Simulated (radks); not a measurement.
Values are calculated unless marked as measured or tabulated.
Species: Ce2+. Configuration: [Xe] 4f2 (the NIST ground configuration).

Code: a radial shooting solver on a logarithmic mesh with Libxc functionals. Model: scalar-relativistic Kohn-Sham, PBE, spin-polarised, spherical densities, finite nucleus; open shells are filled with parallel spins first (spin-orbit coupling, left out, can overturn this in heavy ions); Fermi nuclear charge, rms radius 4.8771 fm; hard spherical wall at 4 bohr.

Energy parts (hartree):
total: -8859.3834
kinetic: 9390.0513
electron-nucleus: -21451.3100
Hartree: 3411.2656
exchange-correlation: -209.3903

Orbitals (lengths in bohr, moments of r in powers of bohr):
| orbital | occ. | eigenvalue (hartree) | <1/r> |
|---|---|---|---|
| 1s up | 1 | -1479.923 | 63.34 |
| 1s down | 1 | -1479.923 | 63.34 |
| 2s up | 1 | -237.0715 | 14.60 |
| 2s down | 1 | -237.0715 | 14.60 |
| 2p up | 3 | -212.3508 | 13.83 |
| 2p down | 3 | -212.3509 | 13.83 |
| 3s up | 1 | -51.12350 | 5.300 |
| 3s down | 1 | -51.10733 | 5.301 |
| 3p up | 3 | -43.25970 | 5.019 |
| 3p down | 3 | -43.24361 | 5.020 |
| 3d up | 5 | -32.08729 | 4.760 |
| 3d down | 5 | -32.07479 | 4.762 |
| 4s up | 1 | -10.46698 | 2.205 |
| 4s down | 1 | -10.41809 | 2.205 |
| 4p up | 3 | -7.90797 | 2.032 |
| 4p down | 3 | -7.85815 | 2.032 |
| 4d up | 5 | -4.22788 | 1.765 |
| 4d down | 5 | -4.17682 | 1.765 |
| 4f up | 2 | -0.42233 | 1.157 |
| 4f down | 0 | -0.37683 | 1.145 |
| 5s up | 1 | -1.79994 | 0.8560 |
| 5s down | 1 | -1.76382 | 0.8503 |
| 5p up | 3 | -1.17651 | 0.7391 |
| 5p down | 3 | -1.14746 | 0.7333 |
| 5d up | 0 | -0.36072 | 0.5855 |
| 5d down | 0 | -0.34146 | 0.5813 |
| 6s up | 0 | -0.03234 | 0.5481 |
| 6s down | 0 | -0.01527 | 0.5485 |
| 6p up | 0 | 0.33087 | 0.5659 |
| 6p down | 0 | 0.34874 | 0.5666 |

The highest occupied level is 4f up at -11.492 eV. Spin moment in Bohr magnetons: 2. The density falls to 0.001 e/bohr^3 at r = 3.45 bohr. Summed over all electrons, <r^2> = 41.32 bohr^2, which gives a Langevin (diamagnetic) susceptibility term of -32.7 x 10^-6 cm^3/mol. The electron density at the nucleus is 3.977e+05 e/bohr^3 (large components only). The spin density at the nucleus is -0.076 e/bohr^3 (1s 0.007, 2s -0.080, 3s -2.255, 4s -0.615, 5s 2.868). The pressure on the wall is 32.7 GPa.
